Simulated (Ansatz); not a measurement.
Geometry optimisation, RKS PBE-D4/def2-SVP in Ansatz 0.2.0.

Input file:

```yaml
crystal:
  periodic: [false, false, false]
  atoms:
    - { symbol: Ti, position_ang: [0.0, 0.0, 0.0] }
    - { symbol: Cl, position_ang: [0.0, 0.0, 2.72] }
    - { symbol: F, position_ang: [1.7257, 0.0, -0.6094] }
    - { symbol: Cl, position_ang: [-1.1163, 1.9339, -0.7892] }
    - { symbol: F, position_ang: [-0.8619, -1.4933, -0.6094] }
    - { symbol: O, position_ang: [0.8322, 1.9354, 0.7] }
    - { symbol: H, position_ang: [1.6233, 1.7635, 1.304] }
    - { symbol: H, position_ang: [0.5883, 1.3681, 1.9123] }
basis:
  gaussian: { orbitals: def2-SVP }
hamiltonian:
  xc: pbe
  dispersion: d4
relax:
  f_tol: 0.15
  max_steps: 25
  restrain:
    - { distance: [0, 5], at: 1.92, k: 30.0 }
    - { distance: [7, 1], at: 1.37, k: 30.0 }
    - { distance: [0, 1], at: 3.57, k: 30.0 }
    - { distance: [7, 5], at: 2.21, k: 30.0 }
```

Launched with:

```bash
$ ansatz run input.yaml --threads 4 --pin off --max-ram 5120MiB --backend cpu --events-out ev --progress --plain --runs-dir out
```

Problem. Where does it end, and by what steps?

Solution. It converged. The restraints hold the end off the free minimum; the threshold counts their pulls, which the force column leaves out. Restrained pairs: Ti1–O6 (2.22 → 1.87 Å), Cl2–H8 (1.69 → 1.34 Å), Ti1–Cl2 (2.72 → 3.58 Å), O6–H8 (1.36 → 2.20 Å). After 8 steps the energy has fallen by 2.523 eV (the restraints' own energy left out); F5 moved furthest, 1.04 Å.

```tsv
step	energy less start (eV)	largest force component (eV/Å)	accepted
0	0.0000	4.658	yes
1	0.2408	4.034	yes
2	0.2376	3.863	yes
3	-0.4007	2.470	yes
4	-1.2930	1.324	yes
5	-1.8730	1.355	yes
6	-2.2453	1.257	yes
7	-2.4505	1.132	yes
8	-2.5232	1.011	yes
```

```xyz
8
Properties=species:S:1:pos:R:3
Ti 0.199 0.524 -0.393
Cl -0.017 -0.193 3.109
F 1.520 -0.019 -1.384
Cl -1.262 1.633 -1.589
F -0.576 -0.920 0.204
O 0.943 1.730 0.830
H 1.884 1.658 1.087
H 0.100 1.095 2.765
```

The run took 17 s on 4 threads of Arm Neoverse V1, on a shared host, peak memory 0.19 GiB.
